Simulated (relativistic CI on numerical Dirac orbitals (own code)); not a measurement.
# Hyperfine structure of Mo XXVII, mass number 97

Computed by Dirac-Coulomb-Breit CI, orbitals from a KLI potential per configuration, model QED, unscaled Slater integrals (own radial code, finite nucleus).

Configurations in the expansion (outside the closed core [Ne]): 3s2 3p4, 3s 3p5, 3s2 3p3 3d, 3p6, 3s 3p4 3d, 3p5 3d, 3s 3p3 3d2, 3s2 3p2 3d 4p, 3p5 4s, 3s2 3p3 4s, 3s 3p3 3d 4s, 3p5 4p, 3s2 3p2 3d2, 3s2 3p 3d3, 3s 3p2 3d3, 3s2 3p 3d2 4s, 3p4 3d2, 3p3 3d3, 3p3 3d2 4s, 3s2 3p2 3d 4s, 3s 3p2 3d2 4s, 3s2 3p 3d 4s2. Double excitations out of closed p, d and f shells are left out; levels of such configurations are missing from the list, as are those of other unlisted configurations, and high levels can miss mixing partners.

Nuclear spin I = 5/2, μ = -0.9324 μN, Q = 0.255 b (tables of Stone and Pyykkö). The electronic factors are computed for point nuclear moments, without core polarisation or the Bohr-Weisskopf and QED corrections.

```tsv
Level	E (cm⁻¹)	A (MHz)	B (MHz)
3s2 3p4 3P_2	0	-10210	5050
3s2 3p4 3P_1	174788	1780	-6640
3s2 3p4 1D_2	219204	-23250	-18300
3s 3p5 3P°_2	765237	-44900	-11300
3s2 3p3 3d 5D°_1	928020	-3055	-2370
3s2 3p3 3d 5D°_4	932122	-3741	5530
```

Levels with J = 0, under 50 % of one LS term, or S terms without an open s electron are left out. Small factors come from cancelling terms and can be off by tens of per cent or more.

At this charge energies of transitions that change n are usually good to better than 1 %, and those within a shell (Δn = 0) to a few per cent.

(1) Give the hyperfine levels of 3s2 3p4 3P_2 relative to its centre of gravity.

## Answers

(1) With K = F(F + 1) − I(I + 1) − J(J + 1), E = AK/2 + B[¾K(K + 1) − I(I + 1)J(J + 1)]/[2I(2I − 1)J(2J − 1)]: F = 1/2: 75030, F = 3/2: 57440, F = 5/2: 29380, F = 7/2: -7252, F = 9/2: -49810 MHz.

LS names give the leading component of a level, which can be under half, so a name can repeat, a term be missing and a line seem to break the LS rules.
